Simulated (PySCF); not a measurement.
Bond curve of InGa⁺

Set-up: In cc-pVDZ-PP with ECP28, Ga cc-pVDZ-PP with ECP10; scalar-relativistic core potentials (PySCF 2.14). Energies in eV from In⁺ + Ga in their ground configurations at the same level. State: ²Σ⁺ (doublet), unpaired electrons σ ↑.

All columns are UHF. A positive dipole points towards Ga; it is taken about the centre of mass and depends on that origin.

```tsv
R (Å)	E (eV)	μ (D)	Mulliken charge on In (basis-dependent)	HOMO (eV)	LUMO (eV)	Mayer bond order	⟨S²⟩
2.954	-0.689	1.30	0.57	-11.36	-4.84	0.55	0.79
3.091	-0.819	1.34	0.56	-11.22	-4.69	0.53	0.79
3.229	-0.894	1.36	0.56	-11.07	-4.57	0.52	0.79
3.332	-0.925	1.36	0.56	-10.95	-4.48	0.51	0.79
3.435	-0.940	1.36	0.55	-10.83	-4.40	0.51	0.79
3.538	-0.941	1.36	0.55	-10.70	-4.32	0.50	0.79
3.675	-0.928	1.34	0.56	-10.54	-4.23	0.50	0.79
3.847	-0.895	1.29	0.56	-10.33	-4.13	0.49	0.78
4.053	-0.840	1.19	0.57	-10.09	-4.03	0.49	0.78
4.328	-0.752	0.97	0.58	-9.77	-3.93	0.48	0.77
```

A fit through these points gives, at Re = 3.500 Å, μ = 1.36 D and dμ/dR = -0.0712 D/Å; the reduced mass is 43.08 u.

Task: How strong is the fundamental in the double-harmonic approximation, I = 42.26·(dμ/dR)²/μred km/mol?

Result: I = 42.26·(-0.0712)²/43.08 = 0.00497 km/mol at UHF.

These are scalar-relativistic numbers at best; spin–orbit coupling would shift them, the dissociation energy most. For an ion De counts to the pair picked by the measured ionisation energies or electron affinities, which need not be the lowest pair at this level. Hartree–Fock leaves out correlation, which carries a large part of most bond energies and some tenths to 1 eV of ionisation energies. The state is the lowest determinant that a PBE0 search found; another state may lie lower at other levels.
